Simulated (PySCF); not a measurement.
Ionisation energy of K+ by level of theory

K+ [Ar] (1S) → K(2+) [Ne] 3s2 3p5 (2P), as a difference of total energies. All numbers are calculated (PySCF 2.14, the non-relativistic Hamiltonian (point nucleus), in def2-SVP). Correlated levels: valence: [Ne] 3s2 frozen. The calculations carry no spin-orbit coupling.

```csv
method,ionisation energy (eV)
UHF,31.630
MN15,33.228
PBE0,32.895
MP2 (valence),32.057
SCS-MP2 (valence),32.028
CCSD (valence),32.090
CCSD(T) (valence),32.090
```

Problem. How much does correlation contribute at CCSD(T) (valence)?

Solution. 32.090 − (31.630) = 0.460 eV, measured against UHF.

These non-relativistic numbers lack the scalar-relativistic shift.

The reference lies between the lowest fine-structure levels, while these numbers refer to the centres of the terms.

Errors of the correlated levels include the incompleteness of this basis and the frozen core.

For comparison: 31.625 eV (measured; NIST Atomic Spectra Database, ionization energies).
